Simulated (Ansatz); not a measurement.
Cartesian coordinates in Å:
```
C -0.791 1.010 -0.964
C 0.321 0.601 -0.362
Si 0.405 -0.859 0.749
Cl -1.420 -1.746 0.923
Cl 1.041 -0.301 2.602
Cl 1.731 -2.225 0.023
H -0.799 1.879 -1.615
H -1.736 0.494 -0.832
H 1.248 1.148 -0.523
```

Total charge 0; spin multiplicity 1.

(1) List the CAM-B3LYP/def2-TZVPP orbital energies in eV (Ansatz 0.2.0). (Estimate.)

Results:

(1) Ansatz gave: Occupied: -2764.78, -2764.70, -2764.70, -1803.83, -279.70, -279.35, -259.58, -259.49, -259.49, -198.62, -198.54, -198.54, -198.49, -198.49, -198.40, -198.40, -198.40, -198.40, -148.11, -103.48, -103.47, -103.39, -25.99, -24.92, -24.84, -23.73, -18.68, -16.48, -15.12, -14.05, -13.48, -13.28, -12.18, -11.59, -11.56, -11.03, -10.94, -10.68, -10.53, -9.95. Lowest empty: -0.02, 1.40, 1.82, 2.61, 2.85, 3.03, 3.40, 3.92.
